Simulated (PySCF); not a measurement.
Sn(OH)(NH2)3 (H7N3OSn), SMILES [NH2][Sn]([NH2])([NH2])[OH].

Coordinates come from a PBE0-D3(BJ)/def2-SVP optimisation. The def2 effective core potentials stand for the cores of Sn; spin–orbit coupling is left out. The values are those of a single conformer.

These are TDDFT-PBE/def2-SVPD (PySCF) values and carry that method's errors.

Vertical excitations. The molecule is in vacuum.

Problem. List the lowest excited states. (An estimate is asked for; the answer gives what the named calculation found.)

Solution. 
```tsv
state	energy (eV)	λ (nm)	f	main pairs
S1	4.55	272	0.028	HOMO→LUMO 53 %, HOMO−1→LUMO 46 %
S2	4.60	269	0.038	HOMO−1→LUMO 53 %, HOMO→LUMO 45 %
S3	4.83	257	0.055	HOMO−2→LUMO 97 %
S4	5.36	231	0.039	HOMO−3→LUMO 98 %
S5	6.27	198	0.006	HOMO→LUMO+1 92 %
S6	6.34	196	0.026	HOMO−4→LUMO 81 %
S7	6.39	194	0.003	HOMO→LUMO+2 28 %, HOMO−1→LUMO+1 27 %, HOMO−1→LUMO+2 25 %, HOMO→LUMO+3 13 %
S8	6.45	192	0.009	HOMO−1→LUMO+1 38 %, HOMO−1→LUMO+3 28 %, HOMO→LUMO+2 9 %, HOMO−2→LUMO+1 9 %
S9	6.50	191	0.026	HOMO→LUMO+3 80 %
S10	6.52	190	0.015	HOMO→LUMO+2 32 %, HOMO−1→LUMO+2 27 %, HOMO−1→LUMO+3 25 %
T1	4.17	297	0	HOMO→LUMO 98 %
T2	4.29	289	0	HOMO−1→LUMO 98 %
T3	4.45	279	0	HOMO−2→LUMO 99 %
T4	5.07	245	0	HOMO−3→LUMO 99 %
```
Triplets are in the Tamm–Dancoff approximation, which puts them higher than full response would, so one can lie above its singlet here.
